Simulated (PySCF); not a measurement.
## From computed data to an observable: oscillator strength and radiative lifetime

CH11NOSi3, SMILES O[Si@@H]([SiH3])CN[SiH3].

The structure is a stationary point at B3LYP-D3(BJ)/def2-SVP. The structure was generated by enumeration; whether it is a known compound was not checked. Other conformers were not sampled.

TDA-LC-ωPBE/def2-SVPD (PySCF 2.14.0) puts the first singlet state with f over 0.02 at 6.20 eV (vertical), with the transition dipole (0.369, 0.058, 0.004) in atomic units.

Find the oscillator strength, the wavelength and the radiative lifetime that this transition would have in vacuum if emission retraced absorption.


|μ|² = 0.1395 au, so |μ| = 0.95 D. ΔE = 6.20/27.211 = 0.2278 hartree. f = (2/3) ΔE |μ|² = 0.021 (the program prints 0.021).
λ = 1239.84/6.20 = 200 nm; ν = 50006 cm⁻¹.
Einstein's coefficient A = 0.6670 ν² f s⁻¹ (ν in cm⁻¹) = 3.5e7 s⁻¹, so τ = 1/A = 28 ns. This state is S1. The figure is the radiative limit of this one transition; relaxation, internal conversion, crossing to triplets and a medium change what is measured.
